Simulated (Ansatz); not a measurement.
Relaxation of Ge₂Au⁺ with RKS PBE-D4/def2-TZVP.

```sh
$ ansatz run in.yaml --threads 4 --pin off --events-out ev --progress --plain --max-ram 3916MiB
```

```yaml
crystal:
  periodic: [false, false, false]
  atoms:
    - {symbol: Au, position_ang: [-1.411910, 0.438970, -0.329710]}
    - {symbol: Ge, position_ang: [0.257410, -1.036950, 1.000750]}
    - {symbol: Ge, position_ang: [1.154500, 0.597980, -0.671030]}
basis:
  gaussian: {orbitals: def2-TZVP}
total_charge: 1
hamiltonian: {xc: pbe, dispersion: d4}
scf: {lower_state_search: "off"}
output: {orbitals: {seedname: orbitals}}
relax: {f_tol: 0.02, max_steps: 100}
```

It took 6.5 s on 4 threads of Arm Neoverse V1 on a shared host.

Positions (Å) and forces (eV/Å) at steps 1, 2, 4, 5 of 5:

```xyz
3
step=1 energy=-116707.1796 eV
Au   -1.412    0.439   -0.330    0.715   -0.224    0.168
Ge    0.257   -1.037    1.001   -0.708   -0.524    0.566
Ge    1.155    0.598   -0.671   -0.007    0.748   -0.735
3
step=2 energy=-116707.2825 eV
Au   -1.304    0.405   -0.304   -0.389    0.121   -0.091
Ge    0.169   -1.082    1.052    0.227   -0.003   -0.014
Ge    1.135    0.677   -0.747    0.163   -0.118    0.105
3
step=4 energy=-116707.2945 eV
Au   -1.337    0.415   -0.312    0.038   -0.012    0.009
Ge    0.191   -1.077    1.045   -0.005    0.032   -0.031
Ge    1.146    0.661   -0.733   -0.034   -0.020    0.022
3
step=5 energy=-116707.2947 eV
Au   -1.335    0.415   -0.312   -0.001    0.000    0.000
Ge    0.191   -1.075    1.043    0.000    0.000    0.000
Ge    1.144    0.660   -0.731    0.001    0.000    0.000
```

In the def2 sets Au takes a core potential; there is no spin–orbit coupling. The restricted singlet is unstable: a solution with broken spin symmetry lies lower. At PBE-D4/def2-TZVP a triplet of charge 1 lies 0.34 eV below the restricted singlet, each at its own geometry. The structure comes from a short search, and lower isomers may exist.
